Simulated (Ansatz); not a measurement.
Cartesian coordinates in Å:
```
C -1.886 2.493 -2.263
C -0.919 2.056 -1.462
C 0.107 2.939 -0.831
C -0.889 0.591 -1.183
O -1.705 -0.203 -1.574
O 0.179 0.276 -0.432
C 0.394 -1.077 0.044
C 0.558 -2.043 -1.112
C 1.686 -0.966 0.874
C 1.429 -1.147 2.355
O 0.333 -0.355 2.799
C -0.833 -0.523 2.142
O -1.810 0.069 2.494
C -0.766 -1.458 0.964
H -2.605 1.800 -2.681
H -1.978 3.545 -2.510
H 0.068 2.867 0.259
H -0.056 3.978 -1.118
H 1.118 2.649 -1.130
H -0.361 -2.136 -1.688
H 0.836 -3.025 -0.723
H 1.359 -1.701 -1.772
H 2.122 0.018 0.692
H 2.414 -1.712 0.547
H 2.284 -0.824 2.948
H 1.236 -2.198 2.599
H -0.599 -2.479 1.324
H -1.716 -1.433 0.438
```

Charge 0, multiplicity 1.

(1) List the r2SCAN/def2-TZVPP orbital energies in eV (Ansatz). (Best estimate.)

## Answers

(1) Ansatz gave: Occupied: -517.16, -517.07, -515.32, -515.16, -276.53, -276.41, -275.66, -275.08, -273.73, -273.67, -273.61, -273.24, -273.20, -273.09, -29.38, -29.16, -26.96, -26.91, -22.22, -21.20, -20.19, -19.12, -18.15, -17.92, -17.14, -15.29, -14.29, -14.01, -13.28, -13.20, -12.61, -12.50, -11.96, -11.78, -11.34, -11.03, -10.86, -10.75, -10.57, -10.29, -10.10, -10.00, -9.79, -9.68, -9.46, -9.16, -8.73, -8.34, -7.85, -7.40, -6.84, -6.63, -6.45. Lowest empty: -2.05, -0.61, 0.58, 1.18, 1.24, 1.69, 1.83, 1.98.
